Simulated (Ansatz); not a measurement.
Molecule: SnCl2 (charge +1, doublet). 
Structure (B3LYP-D3(BJ)/def2-TZVP (Ansatz, a first-principles code) minimum search):
```
Sn
Cl 1 2.3045
Cl 1 2.3045 2 119.00
```
Charge +1, spin multiplicity 2.

Basis-set convergence of Hartree-Fock and CCSD(T) correlation energies (hartree) with Ansatz. Valence correlation only, unless marked. UHF or UKS for open shells. No spin-orbit coupling. The frozen core is the preceding noble-gas configuration, with the filled d and f shells of earlier blocks. In def2 rows, elements after Kr have scalar-relativistic effective core potentials.

| basis | functions | E(HF) | E(corr, CCSD(T)) |
|---|---|---|---|
| def2-SVP | 62 | -1131.83239 | -0.35249 |
| def2-TZVPP | 134 | ? | ? |

What belongs in the gaps?


- def2-TZVPP, E(HF): -1132.16056
- def2-TZVPP, E(corr, CCSD(T)): -0.48950
